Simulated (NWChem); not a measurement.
Species: digermane (Ge2H6); SMILES [GeH3][GeH3]

Results from NWChem. Pople sets run with spherical d functions. Each level has its own optimisation; frequencies are unscaled.

| level | r Ge–Ge (Å) | r Ge–H (Å) | highest harmonic frequency (cm⁻¹) | lowest (cm⁻¹) | zero-point energy (kcal/mol) |
|---|---|---|---|---|---|
| Hartree-Fock/6-31G* | 2.453 | 1.540 | 2234 | 107 | 30.5 |
| Hartree-Fock/STO-3G | ? | ? | ? | ? | ? |
| B3LYP/6-31G* | 2.449 | 1.547 | 2124 | 96 | 28.5 |

**Question.** Complete the blanks.

**Answer.** 
- Hartree-Fock/STO-3G, r Ge–Ge (Å): 2.358
- Hartree-Fock/STO-3G, r Ge–H (Å): 1.429
- Hartree-Fock/STO-3G, highest harmonic frequency (cm⁻¹): 2477
- Hartree-Fock/STO-3G, lowest (cm⁻¹): 87
- Hartree-Fock/STO-3G, zero-point energy (kcal/mol): 34.6
